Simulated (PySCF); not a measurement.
**Molecular orbitals of BiO**

M06-L at R = 1.901 Å; basis Bi x2c-TZVPPall, O x2c-TZVPPall; spin-free X2C with a Gaussian nucleus; PySCF 2.14. State: doublet, unpaired electrons π ↑, a mixture of terms (⟨Lz²⟩ = 2.4). Only the outer orbitals are listed, counted within each symmetry.

```csv
spin,orbital,occ.,ε (eV),on Bi (%),main shells (%)
α,15σ,1,-23.64,18,"81 O s, 9 Bi d"
α,16σ,1,-14.46,87,85 Bi s
α,17σ,1,-7.73,32,"66 O p, 24 Bi p"
α,9π,1,-7.57,24,"76 O p, 22 Bi p"
α,9π,1,-7.48,25,"74 O p, 23 Bi p"
α,10π,1,-4.22,81,"78 Bi p, 19 O p"
α,10π,0,-4.04,79,"77 Bi p, 21 O p"
α,18σ,0,-0.64,94,"80 Bi p, 14 O p, 8 Bi d"
α,5δ,0,4.64,100,100 Bi d
β,15σ,1,-23.15,18,"80 O s, 9 Bi d"
β,16σ,1,-14.00,86,85 Bi s
β,17σ,1,-7.45,32,"65 O p, 25 Bi p"
β,9π,1,-7.23,28,"72 O p, 26 Bi p"
β,9π,1,-6.72,27,"72 O p, 25 Bi p"
β,10π,0,-3.83,78,"75 Bi p, 22 O p"
β,10π,0,-3.31,78,"75 Bi p, 22 O p"
β,18σ,0,-0.50,94,"81 Bi p, 14 O p"
```

Problem. Which are the highest filled and the lowest empty level, where do they sit, and how wide is the gap?

Solution. Highest filled α 10π at -4.22 eV (in %: 78 Bi p, 19 O p); lowest empty α 10π at -4.04 eV (in %: 77 Bi p, 21 O p); the gap at M06-L is 0.18 eV. Both belong to one degenerate shell, split only by its one-sided filling, so this is no excitation gap.

```json
{
  "bond order (Mayer)": "1.94",
  "⟨S²⟩": "0.753",
  "charge on Bi (Mulliken, basis-dependent)": "0.59",
  "charge on Bi (Löwdin, basis-dependent)": "0.54",
  "dipole moment (positive dipole means Bi(−)O(+))": "-3.82 D"
}
```

Spin–orbit coupling is left out, which matters for elements this heavy, above all for dissociation energies. The state was picked by a PBE0 search and need not be the measured ground state.
